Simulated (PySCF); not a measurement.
## Bond length, frequency and bond energy of GaN⁺ by level of theory

State: ⁴Σ⁻ (quartet), unpaired electrons σ ↑, π ↑↑. Set-up: Ga def2-TZVPPD, N def2-TZVPPD; no relativity (PySCF 2.14). De refers to Ga⁺ + N in their high-spin ground configurations, without counterpoise correction. The functionals are run spin-unrestricted. A positive dipole points towards N; it is taken about the centre of mass and depends on that origin. Levels whose curve was spin-contaminated or gave no clean fit are not listed.

| Level | Re (Å) | ωe (cm⁻¹) | De (eV) | μ (D) | CPU s a point (SCF and correlation, without the integrals) |
| --- | --- | --- | --- | --- | --- |
| UHF-CCSD(T) | 2.821 | 83.2 | 0.109 | n/a | 130 |
| PBE | 2.300 | 173 | 0.305 | -0.46 | 2.2 |
| r²SCAN | 2.330 | 157 | 0.250 | -0.35 | 3.2 |
| M06-L | 2.497 | 144 | 0.229 | -0.55 | 3.1 |
| PBE0 | 2.491 | 127 | 0.195 | -0.59 | 4 |
| r²SCAN0 | 2.514 | 122 | 0.175 | -0.57 | 4.2 |
| B97-3 | 2.681 | 102 | 0.144 | -0.93 | 2.2 |
| M06 | 2.609 | 149 | 0.195 | -0.81 | 3.5 |
| MN15 | 2.559 | 131 | 0.221 | -0.60 | 4 |
| ωB97X-V | 2.633 | 114 | 0.162 | -0.83 | 9.6 |

Task: Which functional lies closest to UHF-CCSD(T) in De, which farthest, and by how much do they differ from it?

Result: Closest is B97-3 (-14.0 pm in Re, +22.6 % in ωe, +0.03 eV in De against UHF-CCSD(T) in the same basis), farthest PBE (-52.1 pm in Re, +107.9 % in ωe, +0.20 eV in De). CCSD(T) converges more slowly with the basis than the functionals do and binds too weakly in this one, so the order can change at the basis-set limit.

Task: What does the step from GGA to meta-GGA do here, going from PBE to r²SCAN?

Result: r²SCAN less PBE: +3.0 pm in Re, -9.2 % in ωe, -0.05 eV in De. 

Correlated steps freeze 10 core orbitals. The bond is weak. Basis-set superposition, not corrected here, can be much of De in a small basis, most of all at correlated wavefunction levels. Spin–orbit coupling is left out. For an ion De counts to the pair picked by the measured ionisation energies or electron affinities, which need not be the lowest pair at this level. The state is the lowest determinant that a PBE0 search found; another state may lie lower at other levels.

The whole job (state search and all levels along the bond) took about 14 min on 2 threads of Arm Neoverse N1 (shared host), peak memory 3.4 GiB.
